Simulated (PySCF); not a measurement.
PySCF job for CH₄F₂OSi, SMILES CO[SiH](F)F, TDA-PBE/def2-SVPD. Geometry optimised at r2SCAN-D4/def2-SVP. Other conformers were not sampled.

```python
import numpy as np
from pyscf import gto, scf, dft, tdscf

mol = gto.M(
    atom='''
    Si    0.56712569    0.41051654    0.00000000
    F     1.01846390   -0.46057937   -1.28074295
    F     1.01846388   -0.46057938    1.28074295
    O    -1.04657589    0.63438011    0.00000000
    C    -2.03467414   -0.38404790   -0.00000001
    H     1.23386029    1.71641802    0.00000002
    H    -1.95107322   -1.02031065   -0.89746514
    H    -3.02317147    0.09664702   -0.00000002
    H    -1.95107323   -1.02031066    0.89746511
    ''',
    basis='def2-SVPD',
    charge=0,
    spin=0,
    symmetry=True,
    max_memory=1600,
    verbose=4,
)
mf = dft.RKS(mol, xc='pbe').density_fit(auxbasis='def2-universal-jkfit')
mf.grids.level = 3
mf.conv_tol = 1e-9
mf.max_cycle = 100
mf.kernel()
mf.grids = dft.Grids(mol).set(level=1).build(with_non0tab=True)  # coarser grid for the response kernel
td = tdscf.TDA(mf)
td.singlet = True
td.nstates = 10
td.conv_tol = 1e-4
td.positive_eig_threshold = 1e-6
td.kernel(x0=td.get_init_guess(mf, 15))
td.analyze()
tt = tdscf.TDA(mf)
tt.singlet = False
tt.nstates = 4
tt.conv_tol = 1e-4
tt.positive_eig_threshold = 1e-6
tt.kernel(x0=tt.get_init_guess(mf, 9))
tt.analyze(verbose=3)
```

Output:

```
PySCF version 2.14.0

[INPUT] verbose = 4
[INPUT] num. atoms = 9
[INPUT] num. electrons = 50
[INPUT] charge = 0
[INPUT] spin (= nelec alpha-beta = 2S) = 0
[INPUT] symmetry True subgroup None
[INPUT] Mole.unit = angstrom
[INPUT] Symbol           X                Y                Z      unit          X                Y                Z       unit  Magmom
[INPUT]  1 Si     0.567125690000   0.410516540000   0.000000000000 AA    1.071712232305   0.775763830204   0.000000000000 Bohr   0.0
[INPUT]  2 F      1.018463900000  -0.460579370000  -1.280742950000 AA    1.924617838756  -0.870368867925  -2.420253411468 Bohr   0.0
[INPUT]  3 F      1.018463880000  -0.460579380000   1.280742950000 AA    1.924617800962  -0.870368886822   2.420253411468 Bohr   0.0
[INPUT]  4 O     -1.046575890000   0.634380110000   0.000000000000 AA   -1.977741800673   1.198804666771   0.000000000000 Bohr   0.0
[INPUT]  5 C     -2.034674140000  -0.384047900000  -0.000000010000 AA   -3.844976877335  -0.725745349714  -0.000000018897 Bohr   0.0
[INPUT]  6 H      1.233860290000   1.716418020000   0.000000020000 AA    2.331658024076   3.243559973068   0.000000037795 Bohr   0.0
[INPUT]  7 H     -1.951073220000  -1.020310650000  -0.897465140000 AA   -3.686994034773  -1.928107690477  -1.695963320944 Bohr   0.0
[INPUT]  8 H     -3.023171470000   0.096647020000  -0.000000020000 AA   -5.712966105899   0.182636398555  -0.000000037795 Bohr   0.0
[INPUT]  9 H     -1.951073230000  -1.020310660000   0.897465110000 AA   -3.686994053671  -1.928107709374   1.695963264253 Bohr   0.0

nuclear repulsion = 258.030327274168
point group symmetry = Cs
symmetry origin: [ 3.40150709e-09  7.55890497e-10 -3.40150703e-09]
symmetry axis x: [1.00000000e+00 5.08891064e-10 5.97634207e-10]
symmetry axis y: [ 5.08891066e-10 -1.00000000e+00 -2.41479058e-09]
symmetry axis z: [-5.97634206e-10 -2.41479134e-09  1.00000000e+00]
num. orbitals of irrep A' = 90
num. orbitals of irrep A" = 55
number of shells = 61
number of NR pGTOs = 211
number of NR cGTOs = 145
basis = def2-SVPD
ecp = {}


[settings echo left out]
init E= -604.562649818229
HOMO (A") = -0.36866185805414  LUMO (A') = -0.0376368381030785  gap/eV = 9.00765
cycle= 1 E= -604.132689643868  delta_E= 0.43  |g|= 0.925  |ddm|= 4.26
HOMO (A") = -0.140908221181791  LUMO (A') = 0.00321368567680036  gap/eV = 3.92176
cycle= 2 E= -603.58120394644  delta_E= 0.551  |g|= 1.96  |ddm|= 2.48
HOMO (A") = -0.291464817568759  LUMO (A') = -0.0109445853260608  gap/eV = 7.63334
cycle= 3 E= -604.283417028069  delta_E= -0.702  |g|= 0.147  |ddm|= 1.65
HOMO (A") = -0.271392776421298  LUMO (A') = -0.0105743172013146  gap/eV = 7.09723
cycle= 4 E= -604.285536998516  delta_E= -0.00212  |g|= 0.116  |ddm|= 0.221
HOMO (A") = -0.277787727876358  LUMO (A') = -0.0100280439372451  gap/eV = 7.28611
cycle= 5 E= -604.287805935659  delta_E= -0.00227  |g|= 0.0152  |ddm|= 0.109
HOMO (A") = -0.27741886108893  LUMO (A') = -0.0103412195487622  gap/eV = 7.26755
cycle= 6 E= -604.287853250603  delta_E= -4.73e-05  |g|= 0.00341  |ddm|= 0.0235
HOMO (A") = -0.277612401622976  LUMO (A') = -0.0103389219125081  gap/eV = 7.27288
cycle= 7 E= -604.287856050977  delta_E= -2.8e-06  |g|= 0.000972  |ddm|= 0.005
HOMO (A") = -0.277621087837509  LUMO (A') = -0.0103158647971031  gap/eV = 7.27375
cycle= 8 E= -604.287856235781  delta_E= -1.85e-07  |g|= 0.000226  |ddm|= 0.00116
HOMO (A") = -0.277654551865088  LUMO (A') = -0.0103307952111575  gap/eV = 7.27425
cycle= 9 E= -604.287856247998  delta_E= -1.22e-08  |g|= 3.58e-05  |ddm|= 0.000318
HOMO (A") = -0.277654980183092  LUMO (A') = -0.0103316541708685  gap/eV = 7.27424
cycle= 10 E= -604.287856248247  delta_E= -2.49e-10  |g|= 4.92e-06  |ddm|= 7.43e-05
HOMO (A") = -0.277655630563672  LUMO (A') = -0.0103316229418158  gap/eV = 7.27426
Extra cycle  E= -604.287856248249  delta_E= -2.05e-12  |g|= 4.86e-06  |ddm|= 1.91e-05
converged SCF energy = -604.287856248249
tot grids = 37264
Overwritten attributes  positive_eig_threshold  of <class 'pyscf.tdscf.rks.TDA'>


******** <class 'pyscf.tdscf.rks.TDA'> for <class 'pyscf.df.df_jk.DFSymAdaptedRKS'> ********
nstates = 10 singlet
deg_eia_thresh = 1.000e-03
wfnsym = None
conv_tol = 0.0001
eigh lindep = 1e-12
eigh level_shift = 0
eigh max_cycle = 100


Excitation energies (eV)
[7.30034385 7.80263972 7.86789907 7.98792021 8.19369625 8.20181832
 8.38874538 8.5411698  8.775782   9.07703423]

** Singlet excitation energies and oscillator strengths **
Excited State   1:   A"      7.30034 eV    169.83 nm  f=0.0010
      25 -> 26       -0.70579
Excited State   2:   A'      7.80264 eV    158.90 nm  f=0.0077
      24 -> 26       -0.58345
      25 -> 27        0.39590
Excited State   3:   A"      7.86790 eV    157.58 nm  f=0.0048
      25 -> 28       -0.68069
      25 -> 29       -0.17799
Excited State   4:   A'      7.98792 eV    155.21 nm  f=0.0583
      24 -> 26       -0.39438
      24 -> 29        0.10093
      25 -> 27       -0.56325
Excited State   5:   A"      8.19370 eV    151.32 nm  f=0.0031
      24 -> 27       -0.53533
      25 -> 29       -0.45080
Excited State   6:   A"      8.20182 eV    151.17 nm  f=0.0158
      24 -> 27        0.46003
      25 -> 28        0.15155
      25 -> 29       -0.51349
Excited State   7:   A'      8.38875 eV    147.80 nm  f=0.0172
      24 -> 28       -0.69620
Excited State   8:   A"      8.54117 eV    145.16 nm  f=0.0115
      25 -> 30        0.70635
Excited State   9:   A'      8.77578 eV    141.28 nm  f=0.0380
      24 -> 29       -0.68696
Excited State  10:   A'      9.07703 eV    136.59 nm  f=0.0092
      23 -> 26       -0.18588
      24 -> 30        0.67878

** Transition electric dipole moments (AU) **
state          X           Y           Z        Dip. S.      Osc.
  1         0.0000      0.0000     -0.0752      0.0057      0.0010
  2         0.1769      0.0957      0.0000      0.0404      0.0077
  3        -0.0000      0.0000     -0.1578      0.0249      0.0048
  4        -0.4556     -0.3002      0.0000      0.2977      0.0583
  5        -0.0000     -0.0000      0.1238      0.0153      0.0031
  6        -0.0000     -0.0000      0.2800      0.0784      0.0158
  7        -0.1396     -0.2531      0.0000      0.0835      0.0172
  8        -0.0000     -0.0000      0.2348      0.0551      0.0115
  9        -0.3867      0.1647     -0.0000      0.1767      0.0380
 10         0.0457      0.1986     -0.0000      0.0415      0.0092

** Transition velocity dipole moments (imaginary part, AU) **
state          X           Y           Z        Dip. S.      Osc.
  1        -0.0000     -0.0000     -0.0277      0.0008      0.0019
  2         0.0372      0.0055     -0.0000      0.0014      0.0033
  3        -0.0000     -0.0000     -0.0514      0.0026      0.0061
  4        -0.0934     -0.0731      0.0000      0.0141      0.0319
  5         0.0000      0.0000      0.0489      0.0024      0.0053
  6         0.0000      0.0000      0.0863      0.0075      0.0165
  7        -0.0042     -0.0849      0.0000      0.0072      0.0156
  8         0.0000      0.0000      0.0617      0.0038      0.0081
  9        -0.1202      0.0536     -0.0000      0.0173      0.0358
 10         0.0076      0.0601     -0.0000      0.0037      0.0073

** Transition magnetic dipole moments (imaginary part, AU) **
state          X           Y           Z
  1        -0.3846      0.4061     -0.0000
  2        -0.0000      0.0000     -0.1799
  3         0.3890     -0.0797     -0.0000
  4         0.0000     -0.0000     -0.9351
  5        -0.1686     -0.1438      0.0000
  6        -0.0359     -0.2569      0.0000
  7        -0.0000      0.0000      0.1557
  8         0.0383     -0.2323      0.0000
  9        -0.0000     -0.0000     -0.0174
 10        -0.0000     -0.0000      0.5866


******** <class 'pyscf.tdscf.rks.TDA'> for <class 'pyscf.df.df_jk.DFSymAdaptedRKS'> ********
nstates = 4 triplet
deg_eia_thresh = 1.000e-03
wfnsym = None
conv_tol = 0.0001
eigh lindep = 1e-12
eigh level_shift = 0
eigh max_cycle = 100


Excitation energies (eV)
[7.17622081 7.42643181 7.5098652  7.6765319 ]

** Triplet excitation energies and oscillator strengths **
Excited State   1:   A"      7.17622 eV    172.77 nm  f=0.0000
Excited State   2:   A'      7.42643 eV    166.95 nm  f=0.0000
Excited State   3:   A"      7.50987 eV    165.10 nm  f=0.0000
Excited State   4:   A'      7.67653 eV    161.51 nm  f=0.0000
```

Self-consistency was reached.

Cost: very roughly 60 core-seconds.
